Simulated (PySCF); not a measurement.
**Telling isomers of C$_{5}$H$_{7}$Cl$_{2}$F apart by NMR**

Computed data (PySCF 2.14): coordinates at the GFN2-xTB level, NMR shieldings at PBE0/pcSseg-1/GIAO. No solvent, rapidly exchanging positions averaged, a single conformation, relativity neglected.

Scale: $^{1}$H and $^{13}$C vs TMS (reference shieldings calculated alike). Splittings of carbon signals by F and P are missing where no couplings were computed. Where no couplings were computed, multiplicities follow the n + 1 count of equivalent neighbours, and m marks all less simple cases (inequivalent or close neighbours, rings, F or P nearby). Shifts are as computed. Against solution values, carbons near 30 ppm lie about +3 ppm off and those near 130 ppm about +5 ppm; carbons on Cl a further +6 ppm. Of 1211 compounds with measured shifts, 218 miss one by over three times the rms of a fit or turn the order of signals round; such compounds aren't used in these exercises. Carbons bonded to Cl come out too deshielded.

(1) Tabulate the signals of `C=C(C)CC(F)(Cl)Cl`, `C/C(=C/CF)C(Cl)Cl` and their relative energies.

(2) What is the quickest way to tell C=C(C)CC(F)(Cl)Cl from C/C(=C/CF)C(Cl)Cl?

## Answers

(1) 
```tsv
SMILES	carbon types	δC	δH	E rel. (kcal/mol)
C=C(C)CC(F)(Cl)Cl	2×C 2×CH2 1×CH3	147.3, 139.7, 128.3, 60.7, 26.5	5.60 (br s, 1H), 5.31 (br s, 1H), 2.98 (m, 2H), 1.94 (s, 3H)	0.0
C/C(=C/CF)C(Cl)Cl	1×C 2×CH 1×CH2 1×CH3	144.1, 129.6, 88.0, 83.9, 21.3	7.61 (s, 1H), 5.58 (m, 2H), 5.12 (m, 1H), 2.25 (s, 3H)	3.1
```

Energies are electronic energies at PBE0/pcSseg-1 on these geometries, without zero-point or thermal terms, each for the one conformer computed, which needn't be the lowest.

(2) Both give the same number of carbon signals, but DEPT or the intensities differ. The first has a terminal =CH2 carbon at 128.3 ppm, the second an alkene CH at 129.6 ppm. Their most deshielded carbons lie at 147.3 and 144.1 ppm. In the proton spectra the most deshielded non-exchanging signals are 5.60 (br s, 1H) and 7.61 (s, 1H).
